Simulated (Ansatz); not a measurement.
F$_{2}$H$_{2}$OSn, SMILES `[OH][SnH]([F])[F]`, relaxed with RKS PBE-D4/def2-SVP in the Gaussian-basis code of Ansatz from a rough embedded geometry. The force threshold is 0.03 eV/Å; the program also tests the step.

Charge 0, multiplicity 1. Sn takes the def2 core potential.

Start:

```xyz
6

O    -0.597   -1.188    0.829
Sn   -0.010    0.366   -0.185
F    -1.548    1.461   -0.508
F     0.692   -0.150   -1.845
H     0.273   -1.755    0.971
H     1.190    1.265    0.739
```

```
         step  energy (eV)  largest force (eV/Å)  largest move (Å)
            1  -13332.5594                 2.346             0.000
            2  -13332.8052                 0.998             0.189
            3  -13332.8286                 0.230             0.050
 4 (rejected)  -13332.8253                 0.639             0.070
            5  -13332.8328                 0.059             0.034
            6  -13332.8396                 0.285             0.100
            7  -13332.8569                 0.268             0.150
            8  -13332.8588                 0.222             0.013
 9 (rejected)  -13332.7637                 2.334             0.196
           10  -13332.8729                 0.191             0.098
           11  -13332.8859                 0.237             0.100
           12  -13332.9028                 0.148             0.150
           13  -13332.9150                 0.025             0.194
14 (rejected)  -13332.7628                 2.754             0.195
15 (rejected)  -13332.9125                 0.429             0.034
           16  -13332.9157                 0.040             0.016
           17  -13332.9161                 0.024             0.021
           18  -13332.9166                 0.086             0.040
           19  -13332.9172                 0.003             0.028
```

End:

```xyz
6

O    -0.027   -1.174    1.082
Sn    0.180    0.430   -0.065
F    -1.595    1.116   -0.492
F     0.842   -0.148   -1.805
H    -0.577   -1.842    0.624
H     1.177    1.618    0.655
```

Hardware: 2 threads of a server CPU on a shared host. Wall time 21 s, peak host memory 0.14 GiB.
